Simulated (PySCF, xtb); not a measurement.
Ge(H)3(OSiH3) (GeH6OSi), SMILES [SiH3][O][GeH3].

Harmonic wavenumbers (cm⁻¹) from xtb with GFN2-xTB at its own minimum, in rising order: 22, 70, 86, 404, 567, 588, 616, 627, 745, 758, 785, 798, 805, 826, 957, 1939, 2011, 2044, 2221, 2240, 2283.

### Question
What does B3LYP-D3(BJ)/def2-SVP run with PySCF give at its own minimum? (The exact figures need the calculation; the answer reports its results.)

### Answer
40, 64, 112, 508, 639, 648, 732, 744, 859, 870, 874, 954, 962, 1009, 1027, 2128, 2130, 2163, 2198, 2205, 2240. Paired by order, the mean absolute difference is 92 cm⁻¹ and the zero-point energies are 30.6 and 33.0 kcal/mol.
